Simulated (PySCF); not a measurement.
## UHF on Ar (argon, neutral)

Configuration: [Ar], closed-shell 1S. All numbers are calculated (PySCF 2.14, the spin-free X2C one-electron Hamiltonian (Gaussian nucleus), in cc-pVTZ-DK).

* Total energy: -528.621423 hartree
* One-electron energy: -730.7120 hartree
* Hartree (Coulomb) energy: 232.4426 hartree
* Exchange energy: -30.3521 hartree
* ⟨S²⟩: 0.0000
* ⟨L²⟩: 0.000
* Sum of ⟨r⟩: 16.03 bohr
* Sum of ⟨r²⟩: 25.89 bohr²
* Langevin diamagnetic susceptibility: -20.5 ×10⁻⁶ cm³/mol
* Time after the integrals: 0.06 s of wall time on 1 thread of Neoverse-V1 (shared host)

```csv
shell,electrons,mean orbital energy (hartree),"rms radius, mean of both spins (bohr)"
1s,2,-119.08581,0.0991
2s,2,-12.40761,0.446
2p,6,-9.57272,0.417
3s,2,-1.28551,1.53
3p,6,-0.58946,1.82
```

Densities and radii are taken from the X2C orbitals without a picture-change correction, which distorts them close to the nucleus.
